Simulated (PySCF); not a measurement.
**How methods differ on the ionisation energy of Sc**

Sc [Ar] 3d1 4s2 (2D) → Sc⁺ [Ar] 3d1 4s1 (3D), as a difference of total energies. Computed with PySCF 2.14 in ANO-RCC-VTZP, with scalar relativity by spin-free X2C-1e. Correlated levels: valence: [Ar] frozen; valence and next inner shell: [Ne] frozen. The calculations carry no spin-orbit coupling.

| method | ionisation energy (eV) | error (eV) |
| --- | --- | --- |
| UHF | 5.393 | -1.169 |
| LDA | 6.700 | +0.138 |
| PBE | 6.540 | -0.022 |
| PBE0 | 6.385 | -0.177 |
| TPSSh | 6.396 | -0.166 |
| CAM-B3LYP | 6.536 | -0.026 |
| MP2 (valence) | 6.051 | -0.511 |
| SCS-MP2 (valence) | 6.187 | -0.375 |
| MP2 (valence and next inner shell) | 6.292 | -0.270 |
| SCS-MP2 (valence and next inner shell) | 6.360 | -0.202 |

Reference: 6.562 eV (measured; NIST levels, between the centres of gravity of the two terms).

Errors of the correlated levels include the incompleteness of this basis and the frozen core.

MP2 underrates the near-degeneracy of ns² with np² in the lower species.
